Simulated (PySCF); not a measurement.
Tellurium: a sound run and one with changed settings

Sound run: Te [Kr] 4d10 5s2 5p4, Te⁺ [Kr] 4d10 5s2 5p3. All numbers are calculated (PySCF 2.14, a scalar-relativistic core potential, in aug-cc-pVDZ-PP with ECP28MDF (5s4p3d, 32 functions)). The sound run starts from symmetry-adapted Hartree-Fock orbitals and uses a fine grid where one is needed.

A second run was set up differently.

| species | method | sound run (hartree) | changed run (hartree) | converged |
| --- | --- | --- | --- | --- |
| Te | UHF | -266.99848 | -266.99848 | yes |
| Te | r2SCAN | -268.08048 | -268.08866 | yes |
| Te | M06-2X | -267.91400 | -267.89608 | yes |
| Te⁺ | UHF | -266.71544 | -266.71544 | yes |
| Te⁺ | r2SCAN | -267.76033 | -267.76833 | yes |
| Te⁺ | M06-2X | -267.60343 | -267.58353 | yes |

Ionisation energy of Te:

```json
{"method": "UHF", "sound run (eV)": "7.702", "changed run (eV)": "7.702"}
{"method": "r2SCAN", "sound run (eV)": "8.712", "changed run (eV)": "8.717"}
{"method": "M06-2X", "sound run (eV)": "8.451", "changed run (eV)": "8.505"}
```

Question: What was changed?
A. minimal basis
B. all electrons correlated in a valence basis
C. basis contracted for another Hamiltonian
D. radial grid too coarse

Answer: D. It used radial step 0.3 in ln r (0.13 in the sound run). A coarse radial grid mis-integrates the density and the exchange-correlation energy, with errors of either sign; Hartree-Fock needs no grid.
